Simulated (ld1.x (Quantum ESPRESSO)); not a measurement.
What one change does to a pseudopotential (B, ultrasoft)

* Element: boron (B)
* Generator: ld1.x (Quantum ESPRESSO) 7.5
* Type: ultrasoft
* Functional: LDA (PZ)
* Relativity: non-relativistic
* Frozen core: [He]
* Valence charge: 3
* Reference configuration: 2s1.75 2p1.25
* Partial waves: 2s (bound): rcut 1.45, rcutus 1.75 bohr; 2s channel at -0.4 Ry: rcut 1.45, rcutus 1.75 bohr; 2p (bound): rcut 1.95, rcutus 2.45 bohr; 2p channel at 1.85 Ry: rcut 1.95, rcutus 2.45 bohr; 3d channel at -0.05 Ry: rcut 1.90, rcutus 2.10 bohr; 3d channel at 2 Ry: rcut 1.90, rcutus 2.10 bohr
* Local potential: all-electron potential smoothed inside 2.00 bohr (lloc = -2)
* Core correction: none
* Augmentation charge: PSQ, inside the norm-conserving radii

Change: core correction a·sin(br)/r model core inside 0.90 bohr.

Cutoffs: the cutoffs (Ry, on a coarse ladder) from which the occupation-weighted sum of valence levels, in a spherical-Bessel basis at the reference potential, stays within 10 and 1 mRy of its value at 400 Ry; they do not see the model core or the augmentation charge, which bear on the density cutoff. Errors are all-electron minus pseudo energies relative to the spin-unpolarised reference configuration.

Task: How do hardness, ghosts and transferability respond?

Result: Both files are so soft that the ladder of cutoffs tells neither apart; of the 9 tests that both files solve, the error grows in 0 and shrinks in 7 by more than 15 % and 0.3 meV (median size 9.8 → 7.8 meV); neither file shows a bound ghost. Exchange and correlation are not linear in the density, so unscreening with the valence charge alone errs where core and valence overlap; a model core restores that term. A model core, the more so a compact one, raises the density cutoff, which this test does not measure.

```csv
quantity,base,changed
"cutoff, loose",8 Ry,8 Ry
"cutoff, tight",12 Ry,12 Ry
bound ghosts,none,none
"error for 2s2 2p1, meV [ΔE -1.42 eV]",0.0,0.0
"error for 2s2 2p0, meV [ΔE 6.91 eV]",+36,+29
"error for 2s1 2p0, meV [ΔE 32.21 eV]",+165,+108
"error for 2s2 2p0.5, meV [ΔE 1.53 eV]",+6.7,+5.9
"error for 2s1 2p2, meV [ΔE 4.26 eV]",+0.7,+0.3
"error for 2s0 2p3, meV [ΔE 9.97 eV]",+4.9,+2.8
"error for 2s1 2p1, meV [ΔE 12.86 eV]",+9.8,+7.8
"error for 2s1.75 2p1.25 (spin-polarised), meV [ΔE -0.56 eV]",+52,+22
"error for 2s2 2p1 (spin-polarised), meV [ΔE -1.65 eV]",+21,+8.5
s: phases at 2.64 bohr within 0.05 rad from the reference energy up to (Ry; the scan ends near 5),to the end of the scan,to the end of the scan
p: phases at 2.64 bohr within 0.05 rad from the reference energy up to (Ry; the scan ends near 5),to the end of the scan,to the end of the scan
d: phases at 2.64 bohr within 0.05 rad from the reference energy up to (Ry; the scan ends near 5),to the end of the scan,to the end of the scan
lowest overlap eigenvalue by channel,"s 0.58, p 0.32, d 0.98","s 0.58, p 0.32, d 0.98"
```
